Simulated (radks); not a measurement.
Values are calculated unless marked as measured or tabulated.
Problem. As III, 31 electrons, occupied as [Ar] 3d10 4s2 4p1. Code: a radial shooting solver on a logarithmic mesh with Libxc functionals. Model: scalar-relativistic Kohn-Sham, PW91, spin-polarised, spherical densities, finite nucleus; open shells are filled with parallel spins first; Fermi nuclear charge, rms radius 4.0968 fm. Some entries of the table are withheld. Estimate them.

orbital,occ.,eigenvalue (hartree),<r^2> (bohr^2)
1s up,1,-431.5560,0.002786
1s down,1,-431.5539,0.002786
2s up,1,-55.43686,0.04849
2s down,1,-55.43602,0.04848
2p up,3,-48.71795,0.03845
2p down,3,-48.71624,0.03845
3s up,1,-7.77934,0.4125
3s down,1,-7.77672,0.4123
3p up,3,-5.70077,0.4475
3p down,3,-5.69766,0.4470
3d up,5,-2.28185,(1)
3d down,5,-2.27674,(2)
4s up,1,(3),3.707
4s down,1,(4),3.702
4p up,1,-0.85565,(5)
4p down,0,-0.81232,(6)
5s up,0,-0.40625,20.39
4d up,0,-0.38249,13.10

Solution. 
(1) 3d up <r^2> (bohr^2): 0.5772
(2) 3d down <r^2> (bohr^2): 0.5721
(3) 4s up eigenvalue (hartree): -1.25219
(4) 4s down eigenvalue (hartree): -1.20983
(5) 4p up <r^2> (bohr^2): 5.227
(6) 4p down <r^2> (bohr^2): 5.312
